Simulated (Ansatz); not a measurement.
Program: Ansatz. Geometries: PBE0-D4/def2-TZVP. ΔE: electronic, gas phase. CCSD(T)/CBS adds triple-zeta CCSD(T) − MP2 to the extrapolated MP2 energy (def2 sets, frozen cores). DFT in def2-TZVPP. B3LYP here is the variant with VWN-RPA as its local correlation; programs differ in this. Elements past krypton have def2 core potentials. For Br, Ge, Sn outer-core shells are correlated without core-valence functions, which leaves a few kJ/mol of doubt a bond. Scalar relativity is left out up to krypton. Each species was taken in one conformer, which may not be the lowest.

Reaction (redistribution): `[Cl][Sn]([Cl])([Cl])[Br]` + `C#CC[CH2][GeH3]` → `C#[C][Sn]([Cl])([Cl])[Cl]` + `[GeH3][CH2]CBr`

```csv
level,ΔE (kJ/mol),difference from CCSD(T)/CBS
PBE-D4,117.3,9.1
r2SCAN-D4,117.7,9.5
PBE0-D4,119.9,11.7
B3LYP-D4,117.2,9.0
ωB97X-V,112.1,3.9
ωB97M-V,112.2,4.0
B2PLYP,109.2,1.0
PBE,116.6,8.4
r2SCAN,117.7,9.5
PBE0,119.2,11.0
B3LYP,116.1,7.9
HF/def2-TZVPP,117.0,8.8
MP2/def2-TZVPP,99.5,-8.7
SCS-MP2/def2-TZVPP,97.1,-11.1
CCSD/def2-TZVPP,99.8,-8.4
CCSD(T)/def2-TZVPP,96.7,-11.5
HF/def2-QZVPP,118.5,10.3
MP2/def2-QZVPP,106.6,-1.6
SCS-MP2/def2-QZVPP,103.5,-4.7
HF/CBS(def2),118.8,10.6
MP2/CBS(def2),111.0,2.8
CCSD/CBS(def2),111.3,3.1
CCSD(T)/CBS,108.2,0
```

Largest T1 diagnostic among the species: 0.012.

In def2-TZVPP, CCSD(T) changes the Hartree–Fock value by −20.3 kJ/mol (the triples alone add −3.1 kJ/mol) and MP2 by −17.6 kJ/mol.
